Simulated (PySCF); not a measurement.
## Radial density of Mn (manganese, neutral)

revPBE, [Ar] 3d4 4s2 4p1, one real determinant (an excited configuration). Calculation: PySCF 2.14, in aug-cc-pwCVTZ-DK with one added diffuse shell each of s, p, d, f, g type (11s10p8d5f4g, 152 functions); scalar relativity by spin-free X2C-1e.

```
r (bohr)  4πr²ρ (e/bohr)  4πr²(ρα − ρβ)
 0.00108          0.2155         0.0000
 0.00182          0.5453         0.0000
 0.00306           1.351         0.0001
 0.00515           3.229         0.0002
 0.00867           7.259         0.0003
  0.0146           14.64         0.0006
  0.0245           24.47         0.0006
  0.0413           30.11         0.0004
  0.0694           25.44         0.0032
   0.117           24.91         0.0351
   0.196           33.27         0.2580
   0.330           18.60         1.2590
   0.555           12.67         3.1939
   0.934           12.17         3.2787
    1.57           3.067         1.3612
    2.64           1.308         0.4767
    4.45          0.3833         0.1708
    7.48         0.02433         0.0174
    12.6       0.0002241         0.0002
```

Densities and radii are taken from the X2C orbitals without a picture-change correction, which distorts them close to the nucleus.

⟨L²⟩ = 8.02 against 12 for a pure F term, so this real determinant mixes terms.
